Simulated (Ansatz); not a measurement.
Z-matrix (Å, degrees):
```
Sn
Cl 1 2.343
H 1 1.723 2 105.0
H 1 1.723 2 105.0 3 118.1
```

The species carries charge 0 and has multiplicity 2. Sn: def2 effective core potential.

List the PBE0/def2-TZVPP orbital energies in eV (Ansatz). (Estimate.)

Ansatz gave: α occupied: -2766.99, -258.82, -197.10, -196.98, -196.95, -140.76, -95.45, -95.38, -95.27, -29.25, -29.14, -29.10, -29.02, -29.00, -22.29, -14.56, -10.20, -10.19, -9.25, -8.71, -6.63. α empty: -0.95, 0.27, 0.67, 2.32, 2.42, 3.01, 3.68, 4.56. β occupied: -2766.97, -258.80, -197.07, -196.94, -196.94, -140.70, -95.38, -95.30, -95.26, -29.16, -29.02, -29.00, -28.93, -28.90, -22.16, -13.99, -9.94, -9.85, -9.01, -8.55. β empty: -3.65, -0.63, 0.59, 1.28, 2.52, 2.87, 3.29, 4.21. ⟨S²⟩ = 0.752.
